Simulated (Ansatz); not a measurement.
Ansatz (a first-principles code) input (CCSD(T)/def2-SVPD):

Ansatz 0.2 input:
```yaml
crystal:
  periodic: [false, false, false]
  atoms:
    - {symbol: Rb, position_ang: [-0.00000000, -0.00000000, -0.90239267]}
    - {symbol: Cl, position_ang: [0.00000000, 0.00000000, 1.96403109]}
basis:
  gaussian:
    orbitals: def2-SVPD
magnetization: {spin_polarized: false}
correlation: {method: ccsd_t, electrons: outside_noble_gas}
output: {forces: true}
```

Output:

```
Functional definition: HF
integrals: 0.02 GiB planned
502 factors; integrals over basis functions are off by at most 4.6e-4 eV
mean field: 0.10 GiB planned
mean field evaluation 1: about -13148.8201 eV, gradient 1.8e1 eV
mean field evaluation 2: about -13148.8210 eV, gradient 1.8e1 eV
mean field evaluation 4: about -13149.9127 eV, gradient 5.7e-1 eV
mean field evaluation 8: about -13149.9150 eV, gradient 3.8e-4 eV
mean field evaluation 16: about -13149.9150 eV, gradient 6.1e-6 eV
mean field -13149.91497997 eV, -483.2504621814 hartree, gradient 6.1e-6 eV, S^2 0.000000; 0 other end points of the search recorded, 0 dependent functions left out
9 core orbitals not correlated, not the lowest: weight in the atoms' cores, before any rotation towards them, 0.921 or more for the frozen orbitals, at most 0.076 for the correlated occupied ones
reference -13149.91497997 eV, -483.2504621814 hartree; 4, 4 occupied and 41, 41 virtual orbitals, 502 factors
densities: 0.10 GiB planned
second order -4.23180016 eV of doubles, -0.00000000 eV of singles
coupled cluster: 0.09 GiB planned
cycle   1  -4.47430073 eV  change   -2.4e-1 eV  update   3.7e-2
cycle   2  -4.53725077 eV  change   -6.3e-2 eV  update   1.0e-2
cycle   3  -4.54943185 eV  change   -1.2e-2 eV  update   5.1e-3
cycle   4  -4.54918386 eV  change    2.5e-4 eV  update   1.3e-3
cycle   5  -4.54860986 eV  change    5.7e-4 eV  update   6.1e-4
cycle   6  -4.54846890 eV  change    1.4e-4 eV  update   2.0e-4
cycle   7  -4.54847389 eV  change   -5.0e-6 eV  update   7.7e-5
cycle   8  -4.54849408 eV  change   -2.0e-5 eV  update   2.8e-5
cycle   9  -4.54849762 eV  change   -3.5e-6 eV  update   1.1e-5
cycle  10  -4.54849607 eV  change    1.6e-6 eV  update   3.5e-6
perturbative correction -0.10444519 eV, -0.0038382901 hartree
the calculation of the forces begins
Total energy: -13154.56792123 eV, -483.4214546189 hartree
Atom 0 at    -0.000000    -0.000000    -0.902393 Å, force    -0.000000    -0.000000    -0.347412 eV/Å
Atom 1 at     0.000000     0.000000     1.964031 Å, force     0.000000     0.000000     0.347412 eV/Å
Dipole moment:    -0.000000     0.000000    -2.394353 e Å
```
